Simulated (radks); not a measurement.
Results of a calculation; reference values are marked as such.
Species: Se30+. Configuration: [He] 2s2.

Code: a radial shooting solver on a logarithmic mesh with Libxc functionals. Model: Dirac Kohn-Sham, PBEsol, spin-unpolarised, spherical densities, point nucleus.

Energy parts (eV):
total: -38474.868
kinetic: 39751.085
electron-nucleus: -79703.593
Hartree: 2203.761
exchange-correlation: -726.121

Orbitals (lengths in bohr, moments of r in powers of bohr):
orbital  occ.  eigenvalue (eV)       <r^4>      <r>
1s1/2       2        -14789.64  0.00001706  0.04384
2s1/2       2        -3451.670    0.002427   0.1807

The highest occupied level is 2s1/2 at -3451.7 eV. For comparison, the ionisation energy in NIST's Atomic Spectra Database is 3507 eV (semi-empirical). In exact Kohn-Sham theory the highest level is minus the ionisation energy, but local and semilocal functionals leave it too shallow, through self-interaction and a potential that decays too fast; potentials with the right tail come closer.
